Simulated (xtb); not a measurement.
C7H16, charge +1, doublet, at a GFN2-xTB geometry (a state made from the parent by changing its charge; the spin is typed, not shown lowest); GFN2-xTB with ALPB(dmso) (xtb).

Input for xtb:
```
$ xtb mol.xyz --gfn 2 --chrg 1 --uhf 1 --alpb dmso --json

# file mol.xyz
23

C     -3.81786694     0.29819405    -0.08883045
C     -2.54182928    -0.42095989     0.27154081
C     -1.27228489     0.29834115    -0.13294734
C      0.00519143    -0.44727359     0.23362905
C      1.26530876     0.30269556    -0.18099839
C      2.55155430    -0.41691105     0.16611300
C      3.81077492     0.31282717    -0.23033059
H     -4.68570559    -0.27018872     0.23326772
H     -3.89216475     0.46424564    -1.16552759
H     -3.86129991     1.28853652     0.36893855
H     -2.53220905    -0.61535831     1.35411852
H     -2.55900659    -1.42762342    -0.17119513
H     -1.29036080     0.48301512    -1.21384673
H     -1.25900435     1.29389970     0.32695949
H     -0.00223394    -1.43463050    -0.23837709
H      0.02612445    -0.62368399     1.31351783
H      1.26971730     1.29554927     0.28483076
H      1.23825699     0.49361278    -1.26064941
H      2.55579297    -1.41654175    -0.29277510
H      2.58286809    -0.62819100     1.24502999
H      3.84049942     0.50355400    -1.30501977
H      4.69186285    -0.26029757     0.04382668
H      3.87177308     1.29262181     0.24784481
```

It wrote (shortened):

```
   ID    Z sym.   atoms
    1    6 C      1-7
    2    1 H      8-23

           -------------------------------------------------
          |                Calculation Setup                |
           -------------------------------------------------

           -------------------------------------------------
          |                 G F N 2 - x T B                 |
           -------------------------------------------------

      * Solvation model:               ALPB
        Solvent                        dmso
        Parameter file                 internal GFN2-xTB/ALPB
        Dielectric constant                4.6680E+01
        Reference state                gsolv [1 M gas/solution]
        Free energy shift                  7.1947E-03 Eh       4.5147E+00 kcal/mol
        Temperature                        2.9815E+02 K
        Density                            1.1000E+00 kg/L
        Solvent mass                       7.8130E+01 g/mol
        Interaction kernel             P16
        Born radius scaling (c1)           1.7927E+00
        Born radii integrator          GBOBC
        Born offset                        0.0000E+00 a0       0.0000E+00 AA
        H-bond correction              true
        Ion screening                  false
        Surface tension                    1.0000E-05 Eh       1.5569E+01 dyn/cm
        Grid points                               230 per atom

          ...................................................
          :                      SETUP                      :
          :.................................................:
          :  # basis functions                  44          :
          :  # atomic orbitals                  44          :
          :  # shells                           30          :
          :  # electrons                        43          :
          :  max. iterations                   250          :
          :  Hamiltonian                  GFN2-xTB          :
          :  restarted?                      false          :
          :  GBSA solvation                   true          :
          :  PC potential                    false          :
          :  electronic temp.          300.0000000     K    :
          :  accuracy                    1.0000000          :
          :  -> integral cutoff          0.2500000E+02      :
          :  -> integral neglect         0.1000000E-07      :
          :  -> SCF convergence          0.1000000E-05 Eh   :
          :  -> wf. convergence          0.1000000E-03 e    :
          :  Broyden damping             0.4000000          :
          :  net charge                          1          :
          :  unpaired electrons                  1          :
          ...................................................

 iter      E             dE          RMSdq      gap      omega  full diag
   1    -23.0552443 -0.230552E+02  0.210E+00   12.52       0.0  T
   2    -23.0779024 -0.226581E-01  0.140E+00   12.18       1.0  T
   3    -23.0729175  0.498495E-02  0.974E-01   12.32       1.0  T
   4    -23.0831567 -0.102393E-01  0.494E-01   12.25       1.0  T
   5    -23.0862641 -0.310738E-02  0.190E-01   12.33       1.0  T
   6    -23.0776932  0.857092E-02  0.554E-01   12.31       1.0  T
   7    -23.0869135 -0.922033E-02  0.628E-02   12.34       1.0  T
   8    -23.0869321 -0.185371E-04  0.116E-02   12.34       1.8  T
   9    -23.0869336 -0.156572E-05  0.520E-03   12.34       4.0  T
  10    -23.0869339 -0.232796E-06  0.250E-03   12.34       8.3  T
  11    -23.0869340 -0.100067E-06  0.428E-04   12.34      48.7  T
  12    -23.0869340 -0.140967E-08  0.235E-04   12.34      88.9  T

   *** convergence criteria satisfied after 12 iterations ***

         :::::::::::::::::::::::::::::::::::::::::::::::::::::
         ::                     SUMMARY                     ::
         :::::::::::::::::::::::::::::::::::::::::::::::::::::
         :: total energy             -22.737569759203 Eh    ::
         :: total w/o Gsasa/hb       -22.723513136882 Eh    ::
         :: gradient norm              0.006939165865 Eh/a0 ::
         :: HOMO-LUMO gap             12.343655477775 eV    ::
         ::.................................................::
         :: SCC energy               -23.086989719774 Eh    ::
         :: -> isotropic ES            0.077095388336 Eh    ::
         :: -> anisotropic ES         -0.011617793412 Eh    ::
         :: -> anisotropic XC          0.016498347903 Eh    ::
         :: -> dispersion             -0.010600683103 Eh    ::
         :: -> Gsolv                  -0.077301095210 Eh    ::
         ::    -> Gelec               -0.063244472889 Eh    ::
         ::    -> Gsasa               -0.016572034361 Eh    ::
         ::    -> Ghb                 -0.004679282008 Eh    ::
         ::    -> Gshift               0.007194694049 Eh    ::
         :: repulsion energy           0.349419960571 Eh    ::
         :: add. restraining           0.000000000000 Eh    ::
         :: total charge               1.000000000000 e     ::
         :::::::::::::::::::::::::::::::::::::::::::::::::::::

           -------------------------------------------------
          |                Property Printout                |
           -------------------------------------------------

    * Orbital Energies and Occupations

         #    Occupation            Energy/Eh            Energy/eV
      -------------------------------------------------------------
         1        2.0000           -0.6677333             -18.1699
       ...           ...                  ...                  ...
        10        2.0000           -0.5359019             -14.5826
        11        2.0000           -0.5321082             -14.4794
        12        2.0000           -0.5119953             -13.9321
        13        2.0000           -0.5091938             -13.8559
        14        2.0000           -0.4980121             -13.5516
        15        2.0000           -0.4829154             -13.1408
        16        2.0000           -0.4788644             -13.0306
        17        2.0000           -0.4715391             -12.8312
        18        2.0000           -0.4619180             -12.5694
        19        2.0000           -0.4594869             -12.5033
        20        2.0000           -0.4574761             -12.4486
        21        1.6082           -0.4457351             -12.1291
        22        1.3918           -0.4448998             -12.1063 (HOMO)
        23                          0.0087212               0.2373 (LUMO)
        24                          0.0669488               1.8218
        25                          0.0825210               2.2455
        26                          0.0994928               2.7073
        27                          0.1040992               2.8327
        28                          0.1079172               2.9366
        29                          0.1179411               3.2093
        30                          0.1327139               3.6113
        31                          0.1490330               4.0554
        32                          0.1493620               4.0643
        33                          0.1516313               4.1261
       ...                                ...                  ...
        44                          0.2743748               7.4661
      -------------------------------------------------------------
                  HL-Gap            0.4536210 Eh           12.3437 eV
             Fermi-level           -0.3317034 Eh           -9.0261 eV

     #   Z          covCN         q      C6AA      α(0)
     1   6 C        3.752    -0.137    23.189     6.867
     2   6 C        3.801    -0.068    21.808     6.649
     3   6 C        3.802    -0.081    22.042     6.684
     4   6 C        3.802    -0.083    22.091     6.692
     5   6 C        3.802    -0.081    22.042     6.684
     6   6 C        3.801    -0.068    21.808     6.649
     7   6 C        3.752    -0.137    23.189     6.867
     8   1 H        0.925     0.070     2.085     2.258
     9   1 H        0.924     0.095     1.829     2.115
    10   1 H        0.924     0.095     1.833     2.117
    11   1 H        0.923     0.121     1.602     1.979
    12   1 H        0.923     0.121     1.606     1.982
    13   1 H        0.924     0.113     1.667     2.019
    14   1 H        0.924     0.113     1.669     2.020
    15   1 H        0.924     0.098     1.802     2.099
    16   1 H        0.924     0.098     1.801     2.098
    17   1 H        0.924     0.113     1.669     2.020
    18   1 H        0.924     0.113     1.667     2.019
    19   1 H        0.923     0.121     1.604     1.980
    20   1 H        0.923     0.121     1.604     1.981
    21   1 H        0.924     0.095     1.832     2.117
    22   1 H        0.925     0.070     2.085     2.258
    23   1 H        0.924     0.095     1.830     2.115

 Mol. C6AA /au·bohr⁶  :       2937.171390
 Mol. C8AA /au·bohr⁸  :      63118.588139
 Mol. α(0) /au        :         80.271789

Wiberg/Mayer (AO) data.
largest (>0.10) Wiberg bond orders for each atom

 ---------------------------------------------------------------------------
     #   Z sym  total        # sym  WBO       # sym  WBO       # sym  WBO
 ---------------------------------------------------------------------------
     1   6 C    3.942 --     2 C    1.046     8 H    0.982    10 H    0.934
                             9 H    0.934
     2   6 C    3.905 --     1 C    1.046     3 C    1.038    12 H    0.887
                            11 H    0.886
     3   6 C    3.936 --     2 C    1.038     4 C    1.022    14 H    0.904
                            13 H    0.904
     4   6 C    3.962 --     5 C    1.022     3 C    1.022    15 H    0.925
                            16 H    0.925
     5   6 C    3.936 --     6 C    1.038     4 C    1.022    17 H    0.904
                            18 H    0.904
     6   6 C    3.905 --     7 C    1.046     5 C    1.038    20 H    0.887
                            19 H    0.886
     7   6 C    3.942 --     6 C    1.046    22 H    0.982    21 H    0.934
                            23 H    0.934
     8   1 H    0.995 --     1 C    0.982
     9   1 H    0.959 --     1 C    0.934
    10   1 H    0.960 --     1 C    0.934
    11   1 H    0.928 --     2 C    0.886
    12   1 H    0.929 --     2 C    0.887
    13   1 H    0.945 --     3 C    0.904
    14   1 H    0.945 --     3 C    0.904
    15   1 H    0.965 --     4 C    0.925
    16   1 H    0.964 --     4 C    0.925
    17   1 H    0.946 --     5 C    0.904
    18   1 H    0.945 --     5 C    0.904
    19   1 H    0.928 --     6 C    0.886
    20   1 H    0.928 --     6 C    0.887
    21   1 H    0.960 --     7 C    0.934
    22   1 H    0.995 --     7 C    0.982
    23   1 H    0.959 --     7 C    0.934
 ---------------------------------------------------------------------------

Topologies differ in total number of bonds
Writing topology from bond orders to xtbtopo.mol

molecular dipole:
                 x           y           z       tot (Debye)
 q only:        0.001      -0.058       0.030
   full:        0.001      -0.071       0.037       0.204
molecular quadrupole (traceless):
                xx          xy          yy          xz          yz          zz
 q only:       21.911       0.032     -10.181      -0.639      -1.134     -11.730
  q+dip:       19.413       0.041      -9.483      -0.560      -0.341      -9.930
   full:       20.601       0.040      -9.936      -0.597      -0.543     -10.665

           -------------------------------------------------
          | TOTAL ENERGY              -22.737569759203 Eh   |
          | GRADIENT NORM               0.006939165865 Eh/α |
          | HOMO-LUMO GAP              12.343655477775 eV   |
           -------------------------------------------------

normal termination of xtb
```
